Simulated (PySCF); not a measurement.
Compound: C₃H₇BrSi.
Z-matrix (Å and degrees, PBE0-D3(BJ)/def2-SVP geometry), rows numbered from 1:
```
Br
Si  1  2.2395
C   2  1.8574  1  108.59
C   3  1.5095  2  121.89  1   -36.03
C   4  1.4913  3   60.39  2   110.80
H   2  1.4912  1  107.14  3  -121.35
H   2  1.4913  1  107.27  3   121.32
H   3  1.0975  2  112.87  1   179.64
H   4  1.0945  3  118.09  5  -107.63
H   4  1.0932  3  117.33  5   109.01
H   5  1.0945  3  118.03  4   107.63
H   5  1.0930  3  117.37  4  -109.06
```

The calculation used PBE0-D3(BJ)/def2-SVP geometry optimisation, gas phase (PySCF 2.14.0).

Masses are those of the commonest isotopes; rigid-rotor values at the optimised geometry. The values belong to one conformer with, in the numbering `[Br:1][SiH2:2][CH:3]1[CH2:4][CH2:5]1`, Br1–Si2–C3–C4 -36°.

**Question.** What are A, B and C (cm⁻¹)?

**Answer.** Ia = 110.59, Ib = 351.19, Ic = 416.29 u·Å²; 505379 MHz·u·Å²/I gives 4570, 1439 and 1214 MHz, that is A = 0.15243, B = 0.04800, C = 0.04049 cm⁻¹.

**Question.** Classify the top.

**Answer.** An asymmetric top: κ = (2 × 1439 − 4570 − 1214)/(4570 − 1214) = -0.87.

**Question.** What does the inertial defect say?

**Answer.** Not planar: Δ = Ic − Ia − Ib = -45.49 u·Å². For a rigid frame Δ = −2 Σ m c², so Σ m c² = 22.74 u·Å² lies off the ab plane: 9.40 from hydrogen and 13.34 from heavier atoms. The atom farthest from that plane is 1.27 Å away.

**Question.** Give the other two planar moments, Paa and Pbb, and the rms extents of the mass along the axes.

**Answer.** Paa = Σ m a² = (Ib + Ic − Ia)/2 = 328.45 and Pbb = Σ m b² = (Ia + Ic − Ib)/2 = 87.85 u·Å². With the mass M = 149.95 u, the rms extents √(P/M) along a, b and c are 1.48, 0.77, 0.39 Å.

**Question.** Give the coordinates in the principal-axis frame, origin at the centre of mass.

**Answer.** The sense of each axis is arbitrary; atoms in the order of the calculation.
```json
{"atom": "Br1", "mass (u)": "78.918", "a (Å)": "1.259", "b (Å)": "0.282", "c (Å)": "0.000"}
{"atom": "Si2", "mass (u)": "27.977", "a (Å)": "-0.337", "b (Å)": "-1.289", "c (Å)": "0.000"}
{"atom": "C3", "mass (u)": "12.000", "a (Å)": "-1.994", "b (Å)": "-0.450", "c (Å)": "-0.004"}
{"atom": "C4", "mass (u)": "12.000", "a (Å)": "-2.239", "b (Å)": "0.836", "c (Å)": "0.747"}
{"atom": "C5", "mass (u)": "12.000", "a (Å)": "-2.233", "b (Å)": "0.844", "c (Å)": "-0.744"}
{"atom": "H6", "mass (u)": "1.008", "a (Å)": "-0.132", "b (Å)": "-2.124", "c (Å)": "1.218"}
{"atom": "H7", "mass (u)": "1.008", "a (Å)": "-0.131", "b (Å)": "-2.129", "c (Å)": "-1.215"}
{"atom": "H8", "mass (u)": "1.008", "a (Å)": "-2.831", "b (Å)": "-1.160", "c (Å)": "-0.011"}
{"atom": "H9", "mass (u)": "1.008", "a (Å)": "-1.392", "b (Å)": "1.301", "c (Å)": "1.262"}
{"atom": "H10", "mass (u)": "1.008", "a (Å)": "-3.195", "b (Å)": "0.939", "c (Å)": "1.267"}
{"atom": "H11", "mass (u)": "1.008", "a (Å)": "-1.382", "b (Å)": "1.313", "c (Å)": "-1.247"}
{"atom": "H12", "mass (u)": "1.008", "a (Å)": "-3.184", "b (Å)": "0.953", "c (Å)": "-1.271"}
```

**Question.** Which types of transition are allowed, and where do some lines up to J = 3 fall?

**Answer.** The dipole components are |μa| = 1.94 D, |μb| = 0.51 D, |μc| = 0.00 D; the mirror of this Cs structure is the ab plane, so μc vanishes by symmetry and there are no c-type lines. Intensities carry the squares of the components, which stand as 1.00 : 0.07 (a : b). Some of the stronger lines:

```csv
type,branch,"J(Ka,Kc)",MHz,lower level (cm⁻¹)
a,Q,"2(1,1) ← 2(1,2)",675,0.362
a,Q,"3(1,2) ← 3(1,3)",1350,0.616
b,R,"2(0,2) ← 1(1,1)",2164,0.193
a,R,"1(0,1) ← 0(0,0)",2653,0.000
b,Q,"1(1,0) ← 1(0,1)",3356,0.088
b,Q,"2(1,1) ← 2(0,2)",3593,0.265
b,Q,"3(1,2) ← 3(0,3)",3969,0.529
b,R,"3(0,3) ← 2(1,2)",4995,0.362
a,R,"2(1,2) ← 1(1,1)",5081,0.193
a,R,"2(0,2) ← 1(0,1)",5294,0.088
a,R,"2(1,1) ← 1(1,0)",5531,0.200
a,R,"3(1,3) ← 2(1,2)",7614,0.362
a,R,"3(0,3) ← 2(0,2)",7913,0.265
a,R,"3(2,2) ← 2(2,1)",7959,0.698
a,R,"3(2,1) ← 2(2,0)",8006,0.699
a,R,"3(1,2) ← 2(1,1)",8289,0.385
b,Q,"3(2,1) ← 3(1,2)",9121,0.661
b,Q,"2(2,0) ← 2(1,1)",9404,0.385
b,R,"3(1,3) ← 2(0,2)",10532,0.265
b,R,"2(2,1) ← 1(1,0)",14924,0.200
b,R,"2(2,0) ← 1(1,1)",15160,0.193
b,Q,"3(3,1) ← 3(2,2)",16224,0.964
b,R,"3(2,2) ← 2(1,1)",17352,0.385
b,R,"3(2,1) ← 2(1,2)",18085,0.362
b,R,"3(3,1) ← 2(2,0)",24171,0.699
b,R,"3(3,0) ← 2(2,1)",24183,0.698
```

**Question.** Estimate the classical rotational partition function at 50 K, 100 K and 298.15 K.

**Answer.** Point group Cs, symmetry number σ = 1; q = (√π/σ)·√((kT/h)³/(ABC)), k/h = 20836.6 MHz/K: 21100 at 50 K, 59700 at 100 K, 307000 at 298.15 K.

Whether it is a minimum is left open (no frequencies). Constants of a rigid frame at the computed geometry: no zero-point averaging, no centrifugal distortion. Quadrupole hyperfine structure (79Br) is left out.
